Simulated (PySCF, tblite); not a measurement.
C₈H₁₃OP.
Numbering: `[CH2:1]=[C:2]([CH3:3])[P:4]([C:5]([CH3:6])=[O:7])[CH:8]1[CH2:9][CH2:10]1` (hydrogens: H11, H12 on C1; H13, H14, H15 on C3; H16, H17, H18 on C6; H19 on C8; H20, H21 on C9; H22, H23 on C10)

Structure used (GFN2-xTB), in Å, numbered top down from 1:
```xyz
23
C8H13OP angstrom
C      2.2155   -0.4320   -1.2335
C      1.2370   -0.3880   -0.3389
C      1.3674   -0.9164    1.0548
P     -0.3714    0.3622   -0.8392
C     -1.3806   -1.1918   -0.6000
C     -1.0509   -2.2921   -1.5661
O     -2.2616   -1.2495    0.2185
C     -0.8573    1.2001    0.7197
C     -1.3925    2.6019    0.6194
C     -0.0346    2.3662    1.1890
H      3.1755   -0.8713   -1.0091
H      2.0922   -0.0266   -2.2240
H      2.3058   -1.4548    1.1740
H      1.3448   -0.0954    1.7704
H      0.5399   -1.5855    1.2915
H     -1.3299   -1.9578   -2.5650
H     -1.5982   -3.1996   -1.3214
H      0.0212   -2.4813   -1.5655
H     -1.3098    0.5497    1.4611
H     -2.1919    2.8894    1.2856
H     -1.4589    3.0520   -0.3606
H      0.8228    2.6557    0.5969
H      0.1105    2.4920    2.2524
```

Level of theory: PBE0/pcSseg-1 in PySCF (dipole) on a GFN2-xTB geometry, gas phase.

Masses are those of the commonest isotopes; rigid-rotor values at the optimised geometry. The values belong to one conformer with, in the numbering `[CH2:1]=[C:2]([CH3:3])[P:4]([C:5]([CH3:6])=[O:7])[CH:8]1[CH2:9][CH2:10]1`, C1–C2–P4–C5 118°, C2–P4–C5–C6 -67°, C2–P4–C8–C9 136°.

(1) What are A, B and C (cm⁻¹)?

(2) Classify the top.

(3) Is it planar, by Δ = Ic − Ia − Ib?

(4) Which types of transition are allowed, and where do some lines up to J = 5 fall?

(5) Estimate the classical rotational partition function at 200 K, 298.15 K and 500 K.

Answers

(1) Ia = 366.86, Ib = 493.04, Ic = 679.63 u·Å²; 505379 MHz·u·Å²/I gives 1378, 1025 and 743.6 MHz, that is A = 0.04595, B = 0.03419, C = 0.02480 cm⁻¹.

(2) An asymmetric top. Ray's parameter κ = (2B − A − C)/(A − C) = -0.112; −1 is the prolate and +1 the oblate limit.

(3) Not planar: Δ = Ic − Ia − Ib = -180.27 u·Å². For a rigid frame Δ = −2 Σ m c², so Σ m c² = 90.13 u·Å² lies off the ab plane: 21.94 from hydrogen and 68.19 from heavier atoms. The atom farthest from that plane is 2.02 Å away.

(4) The dipole components are |μa| = 0.65 D, |μb| = 2.04 D, |μc| = 0.05 D. The squared components, which scale the intensities, stand as 0.10 : 1.00 : 0.00 (a : b : c). Some lines, for components of 0.1 D or more:

```
type  branch         J(Ka,Kc)    MHz  lower level (cm⁻¹)
   a       Q  3(2,1) ← 3(2,2)    484               0.420
   b       Q  2(1,1) ← 2(0,2)   1029               0.173
   a       Q  3(1,2) ← 3(1,3)   1657               0.340
   a       R  1(0,1) ← 0(0,0)   1769               0.000
   b       Q  3(2,2) ← 3(1,3)   2385               0.340
   b       Q  3(3,1) ← 3(2,2)   2527               0.420
   b       Q  4(3,2) ← 4(2,3)   2782               0.653
   b       R  2(0,2) ← 1(1,1)   3071               0.071
   a       R  2(0,2) ← 1(0,1)   3423               0.059
   b       R  2(1,2) ← 1(0,1)   3608               0.059
   b       Q  5(2,4) ← 5(1,5)   3760               0.814
   b       Q  5(5,1) ← 5(4,2)   4212               1.160
   b       R  3(0,3) ← 2(1,2)   4751               0.179
   b       R  2(2,1) ← 1(1,0)   4876               0.080
   a       R  3(2,2) ← 2(2,1)   5306               0.243
   a       R  4(1,4) ← 3(1,3)   6349               0.340
   b       R  3(2,2) ← 2(1,1)   6364               0.208
   a       R  5(1,4) ← 4(1,3)   8821               0.639
   a       R  5(3,3) ← 4(3,2)   9016               0.745
   a       R  5(4,2) ← 4(4,1)   9093               0.856
   a       R  5(4,1) ← 4(4,0)   9146               0.857
   b       R  5(4,2) ← 4(3,1)  12216               0.752
```

(5) Point group C1, symmetry number σ = 1; q = (√π/σ)·√((kT/h)³/(ABC)), k/h = 20836.6 MHz/K: 465000 at 200 K, 847000 at 298.15 K, 1840000 at 500 K.

Its GFN2-xTB frequencies are all real (lowest 33 cm⁻¹). These are rigid-rotor constants of the computed structure; measured ground-state constants (B0) also hold zero-point vibration. A rigid rotor knows nothing of internal rotation, which can split or shift real lines.
